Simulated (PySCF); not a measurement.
Delta-SCF ions had no search for a lower state. Excitations are Tamm–Dancoff values on a coarser integration grid. The basis has no diffuse functions, so Rydberg states are missing or too high.

## HBCl$_{2}$, SMILES `ClBCl` (charge 0, multiplicity 1)

These are CAM-B3LYP-D3(BJ)/def2-TZVP in PySCF 2.14.0 values and carry that method's errors.

| Item | Value |
|---|---|
| HOMO | -10.66 eV |
| dipole moment | 0.50 D |
| LUMO | -0.56 eV |
| HOMO–LUMO gap | 10.09 eV |
| S1 excitation (TDA) | 5.90 eV |
| S1 oscillator strength | 0.002 |
| brightest of the four lowest singlets (TDA) | 7.21 eV |
| T1 excitation (TDA) | 5.48 eV |
| S1–T1 gap (TDA) | 0.43 eV |
| vertical ionisation energy (Delta-SCF) | 11.87 eV |
| total energy | -945.9699 Ha |
| cost | around 30 core-seconds (rough) |

```xyz
4

Cl     1.5124    -0.7148     0.0017
B     -0.0008     0.1329     0.0002
Cl    -1.5041    -0.7320     0.0019
H     -0.0075     1.3139    -0.0039
```
Charge 0, spin multiplicity 1.
